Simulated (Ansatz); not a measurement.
Reaction (formal hydrolysis of a B–Cl bond): `OCNBCl` + H₂O → `OBNCO` + HCl

Program: Ansatz. Geometries: PBE0-D4/def2-TZVP. ΔE: electronic, gas phase. CBS: MP2 limit from def2 TZ/QZ plus the TZ coupled-cluster correction, frozen cores. This one scheme is used for every species. DFT in def2-TZVPP. Each species was taken in one conformer, which may not be the lowest.

| level | ΔE (kJ/mol) |
| --- | --- |
| PBE-D4 | -25.7 |
| ωB97M-V | -29.8 |
| MP2/CBS(def2) | -20.0 |
| CCSD/CBS(def2) | -27.0 |

**Question.** What does CCSD(T)/CBS give? (Estimate.)

**Answer.** The calculation gave: -25.0 kJ/mol. The listed levels differ from it by -0.7, -4.8, 5.0, -2.0 kJ/mol.

Largest T1 diagnostic among the species: 0.012.

The D4 term adds +4.4 kJ/mol with B3LYP and +2.3 kJ/mol with PBE0; it sums over pairs of atoms, weighted by their polarisabilities, and B3LYP, whose exchange is more repulsive, gets the larger term. In def2-TZVPP, CCSD(T) changes the Hartree–Fock value by +9.1 kJ/mol (the triples alone add +2.0 kJ/mol) and MP2 by +14.2 kJ/mol.

B3LYP here is the variant with VWN-RPA as its local correlation; programs differ in this.
